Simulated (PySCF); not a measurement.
# Electronic structure of Al²⁺ (aluminium, charge +2) at the LDA level

Configuration: [Ne] 3s1, 2S determinant. Calculation: PySCF 2.14, in dyall-av3z; scalar relativity by spin-free X2C-1e.

* Total energy: -240.8392 hartree
* One-electron energy: -327.8150 hartree
* Hartree (Coulomb) energy: 104.0271 hartree
* Exchange-correlation energy: -17.0513 hartree
* ⟨S²⟩: 0.7500
* ⟨L²⟩: 0.000
* Sum of ⟨r⟩: 7.287 bohr
* Sum of ⟨r²⟩: 9.188 bohr²
* Langevin diamagnetic susceptibility: -7.28 ×10⁻⁶ cm³/mol

| shell | electrons | mean orbital energy (hartree) | rms radius, mean of both spins (bohr) |
| --- | --- | --- | --- |
| 1s α | 1 | -56.03866 | 0.140 |
| 1s β | 1 | -56.03292 | 0.140 |
| 2s α | 1 | -4.70964 | 0.687 |
| 2s β | 1 | -4.70186 | 0.687 |
| 2p α | 3 | -3.32208 | 0.678 |
| 2p β | 3 | -3.31359 | 0.678 |
| 3s α | 1 | -0.90344 | 2.33 |

Densities and radii are taken from the X2C orbitals without a picture-change correction, which distorts them close to the nucleus.
